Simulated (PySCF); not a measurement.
Simulated Si 2p region for trimethylsilane, `C[SiH](C)C`, binding energy against the vacuum level.

Every computed line was given a Gaussian of 0.5 eV full width at half maximum and an area set by the number of equivalent atoms (split 2:1 within a doublet); the highest printed point is 100. Method: delta-SCF UKS SCAN, pcX-2 on the ionised atom, pcseg-1 elsewhere, spin-free X2C (PySCF).

binding energy (eV), intensity and a bar:
```
    105.3          0 
    105.4          1 
    105.5          4 #
    105.6         12 ####
    105.7         29 #########
    105.8         54 ################
    105.9         82 #########################
    106.0        100 ##############################
    106.1         98 #############################
    106.2         80 ########################
    106.3         59 ##################
    106.4         47 ##############
    106.5         47 ##############
    106.6         52 ###############
    106.7         50 ###############
    106.8         41 ############
    106.9         27 ########
    107.0         14 ####
    107.1          6 ##
    107.2          2 #
    107.3          1 
    107.4          0
```

Question: How many maxima does the curve show, and how many computed lines lie under it?

Answer: The curve has 2 maxima (at 106.0 and 106.6 eV). Under it lie 2 lines from 1 inequivalent silicon site, drawn as a 2p3/2, 2p1/2 pair.

Question: Decompose the envelope and assign each component. Numbering: `[CH3:1][SiH:2]([CH3:3])[CH3:4]`.

Answer: 
```
position (eV)  relative area      line  atoms  environment
       106.04           0.67  Si 2p3/2    Si2  SiH silicon
       106.66           0.33  Si 2p1/2    Si2  SiH silicon
```

Question: What are the centre and the root-mean-square width of the whole band?

Answer: The area-weighted mean of the lines is 106.24 eV. Their own spread about it is 0.29 eV (rms) and each Gaussian has σ = 0.5/2.355 = 0.21 eV; the variances add, which gives 0.36 eV.

The curve has no shake-up lines and no vibrational structure. For 2p shells one spin-free hole was relaxed; a mean-field spin–orbit operator and the ground-state splitting of the three 2p orbitals were then diagonalised within the shell. The shell's mean is (2 × 2p3/2 + 2p1/2)/3, and the degeneracies 2j + 1 give areas of 2:1. 2p1/2 minus 2p3/2 (ligand field included): Si 0.62 eV. Geometry: PBE0-D3(BJ)/def2-SVP; no solvent, vibrations or thermal averaging.
